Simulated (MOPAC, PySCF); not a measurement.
C2H6BN, SMILES `[H]/N=C\CB`, neutral singlet in the gas phase. 

Cartesian coordinates (Å):
SMILES: [H]/N=C\CB
```xyz
10

B     -1.4877     0.2281     0.3584
C     -0.2236    -0.2925    -0.3879
C      1.0772    -0.1449     0.3453
N      2.1213     0.4535    -0.0440
H     -1.5121     0.2604     1.5498
H     -2.4616     0.5383    -0.2531
H     -0.4643    -1.3735    -0.4438
H     -0.1448     0.0481    -1.4236
H      1.1013    -0.5890     1.3445
H      1.9987     0.8362    -0.9852
```
Charge 0, multiplicity 1.

All levels are single points at this geometry (B3LYP-D3(BJ)/def2-TZVP); Pople sets use spherical d functions. Orbital energies aren't observables, and empty levels follow the basis.

| level | HOMO (eV) | LUMO (eV) | gap (eV) | dipole (D) | vertical IE, Delta-SCF (eV) |
|---|---|---|---|---|---|
| B3LYP-D3(BJ)/def2-TZVP in PySCF | -7.31 | -1.89 | 5.42 | 2.43 | 9.89 |
| B3LYP/3-21G in PySCF | -6.56 | -1.57 | 4.98 | 2.29 | – |
| B3LYP/6-311+G** in PySCF | -7.35 | -1.94 | 5.41 | 2.59 | – |
| B3LYP/6-31G* in PySCF | -6.96 | -1.46 | 5.50 | 2.35 | 9.70 |
| SVWN5/6-31G* in PySCF | -5.75 | -2.58 | 3.17 | 2.29 | 9.54 |
| HF/6-31G* in PySCF | -11.11 | 2.63 | 13.74 | 2.68 | 8.66 |
| HF/STO-3G in PySCF | -9.22 | 6.60 | 15.82 | 2.18 | – |
| AM1 in MOPAC | -10.61 | 1.19 | 11.80 | 2.22 | – |
| PM7 in MOPAC | -10.44 | -0.75 | 9.70 | 3.20 | – |
